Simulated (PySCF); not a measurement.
HgI, SMILES [Hg+][I], charge +1.

Geometry optimised at B3LYP-D3(BJ)/def2-TZVP. The spin state was assumed, not searched. The def2 effective core potentials stand for the cores of Hg, I; spin–orbit coupling is left out.

Two levels are set side by side: PBE/def2-TZVPD (PySCF) and CAM-B3LYP/def2-TZVPD (PySCF). Same geometry, gas phase. Differences are taken from unrounded values.

```
quantity                     CAM-B3LYP
---------------------------  ---------
orbital gap (eV)                  4.81
highest occupied level (eV)     -14.60
lowest empty level (eV)          -9.79
mean polarisability (bohr³)       57.5
```

Q: What does PBE give, and how far is it from CAM-B3LYP? (The exact figures need the calculation; the answer reports its results.)

A: 
```tsv
quantity	PBE	PBE minus CAM-B3LYP
orbital gap (eV)	0.74	-4.07
highest occupied level (eV)	-12.29	2.31
lowest empty level (eV)	-11.54	-1.75
mean polarisability (bohr³)	57.0	-0.5
```

Without exact exchange PBE keeps part of each electron's self-repulsion, which lifts occupied levels and narrows the gap. Differences between two approximate levels are no errors against the true value.

Rough cost on one machine, each run with all the roots and properties that it gave: CAM-B3LYP against PBE within a factor of 2.
